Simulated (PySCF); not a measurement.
Identify the unknown among the candidates.

All candidates are C7H13N3.

| technique | computed result |
| --- | --- |
| Rotational structure | rotational constants A, B, C: 2.893, 0.882, 0.797 GHz [GFN2-xTB] |
| 13C NMR | chemical shifts (computed TMS as zero) by class: 146.3 (1 C), 122.7 (1 C), 56.4 (1 C), 32.1 (3 C), 13.5 (1 C) ppm [GIAO PBE0/pcSseg-1] |
| NMR, other nuclei | isotropic shieldings of nuclei other than C and H, by class: -134 (1 N), -124 (1 N), -20 (1 N) ppm [GIAO PBE0/pcSseg-1] |
| 1H NMR | chemical shifts (computed TMS as zero) by class: 7.10 (1 H), 2.51 (3 H), 1.68 (9 H) ppm [GIAO PBE0/pcSseg-1] |
| Dipole | 4.39 D [PBE0/pcSseg-1] |

The electronic properties come from PySCF, for the isolated species, density fitting. Levels stand in brackets. Geometry: GFN2-xTB; no solvent, vibrations or thermal averaging. Each NMR value is the plain mean over a class of atoms that symmetry, rotation or inversion makes alike.

Question: Which candidate is it?
A. `Cc1[nH]nnc1C(C)(C)C`
B. `Cc1cnn(C(C)(C)C)n1`
C. `Cc1cn(C(C)(C)C)nn1`
D. `Cc1c(C(C)C)nnn1C`
E. `CCCn1c(C)nnc1C`

Answer: C. It is `Cc1cn(C(C)(C)C)nn1`. Numbering: `[CH3:1][c:2]1[cH:3][n:4]([C:5]([CH3:6])([CH3:7])[CH3:8])[n:9][n:10]1`. Its formula, C7H13N3, gives 3 degrees of unsaturation: 1 ring and 2 π bonds in the structure found (Kekulé form). 7 carbons fall into 5 classes; from least to most shielded: substituted aromatic carbon [C2] (146.3 ppm), aromatic CH next to a ring nitrogen [C3] (122.7 ppm), chain sp3 carbon bound to nitrogen [C5] (56.4 ppm), methyl carbon [C6/C7/C8] (32.1 ppm, 3 C, up to 4.1 ppm apart in this geometry), benzylic-type carbon [C1] (13.5 ppm). Hydrogen classes from least to most shielded: 1 H on an aromatic CH next to a ring nitrogen, C3 (7.10 ppm), 3 H on a benzylic-type carbon, C1 (2.51 ppm, a mean of values up to 0.6 ppm apart in this geometry), 9 H on 3 methyl carbons, C6/C7/C8 (1.68 ppm, a mean of values up to 1.5 ppm apart in this geometry). The other shieldings belong to: -134 ppm, pyridine-type nitrogen [N9]; -124 ppm, pyridine-type nitrogen [N10]; -20 ppm, pyrrole-type nitrogen [N4]. The optimised geometry has point group Cs and is an asymmetric top.

The others, at the same levels:
- `CCCn1c(C)nnc1C` fails: its computed 13C shifts are 152.8 (2 C), 47.8 (1 C), 28.7 (1 C), 13.4 (1 C), 13.0 (2 C) ppm, 1H shifts are 3.61 (2 H), 2.43 (6 H), 1.59 (2 H), 1.08 (3 H) ppm and rotational constant A is 1.878 GHz (against 2.893 GHz).
- `Cc1cnn(C(C)(C)C)n1` fails: its computed 13C shifts are 148.0 (1 C), 137.0 (1 C), 59.5 (1 C), 31.2 (3 C), 13.2 (1 C) ppm, rotational constant A is 2.749 GHz (against 2.893 GHz) and dipole moment is 0.34 D (against 4.39 D).
- `Cc1c(C(C)C)nnn1C` fails: it has 6 carbon classes against 5; its computed 13C shifts are 155.3 (1 C), 132.8 (1 C), 34.7 (1 C), 29.7 (1 C), 26.0 (2 C), 9.7 (1 C) ppm, 1H shifts are 3.99 (3 H), 2.73 (1 H), 2.33 (3 H), 1.45 (6 H) ppm and rotational constant A is 2.489 GHz (against 2.893 GHz).
- `Cc1[nH]nnc1C(C)(C)C` fails: its computed 13C shifts are 154.0 (1 C), 133.7 (1 C), 33.1 (1 C), 31.2 (3 C), 12.2 (1 C) ppm, 1H shifts are 10.66 (1 H), 2.60 (3 H), 1.46 (9 H) ppm and rotational constant A is 2.020 GHz (against 2.893 GHz).

Each candidate is one conformer, not necessarily the lowest. Dipoles, sizes and rotational constants follow the conformer. The torsions of the flexible species, by atom-mapped SMILES:
- `[CH3:1][c:2]1[cH:3][n:4]([C:5]([CH3:6])([CH3:7])[CH3:8])[n:9][n:10]1`: C3–N4–C5–C6 -121°
- `[CH3:1][CH2:2][CH2:3][n:4]1[c:5]([CH3:6])[n:7][n:8][c:9]1[CH3:10]`: C1–C2–C3–N4 180°, C2–C3–N4–C5 88°
- `[CH3:1][c:2]1[cH:3][n:4][n:5]([C:6]([CH3:7])([CH3:8])[CH3:9])[n:10]1`: N4–N5–C6–C7 149°
- `[CH3:1][c:2]1[c:3]([CH:4]([CH3:5])[CH3:6])[n:7][n:8][n:9]1[CH3:10]`: C2–C3–C4–C5 127°
- `[CH3:1][c:2]1[nH:3][n:4][n:5][c:6]1[C:7]([CH3:8])([CH3:9])[CH3:10]`: N5–C6–C7–C8 131°
